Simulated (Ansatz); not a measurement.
The same redistribution along the group B, Al, Ga, In.

Computed with Ansatz on PBE0-D4/def2-TZVP structures; ΔE is electronic, products minus reactants. CCSD(T)/CBS adds triple-zeta CCSD(T) − MP2 to the extrapolated MP2 energy (def2 sets, frozen cores). This one scheme is used for every species. Functionals use def2-TZVPP. def2 core potentials past Kr. For Ga, In outer-core shells are correlated without core-valence functions, which leaves a few kJ/mol of doubt a bond. Scalar relativity is left out up to krypton.

```
                                                                              reaction  CCSD(T)/CBS(def2) (kcal/mol)
             boron trichloride + `C#C[Si](F)(Cl)Cl` → `C#CB(Cl)Cl` + `F[Si](Cl)(Cl)Cl`                             ?
aluminium trichloride + `C#C[Si](F)(Cl)Cl` → `C#[C][Al]([Cl])[Cl]` + `F[Si](Cl)(Cl)Cl`                           9.4
  gallium trichloride + `C#C[Si](F)(Cl)Cl` → `C#[C][Ga]([Cl])[Cl]` + `F[Si](Cl)(Cl)Cl`                           3.7
 `[Cl][In]([Cl])[Cl]` + `C#C[Si](F)(Cl)Cl` → `C#[C][In]([Cl])[Cl]` + `F[Si](Cl)(Cl)Cl`                           6.0
```

(1) Fill in the missing values. (Best estimate.)

Largest T1 diagnostic: 0.013, for `C#[C][In]([Cl])[Cl]`.

Results:

(1) The calculation gave: boron trichloride + `C#C[Si](F)(Cl)Cl` → `C#CB(Cl)Cl` + `F[Si](Cl)(Cl)Cl`: -5.7 kcal/mol.
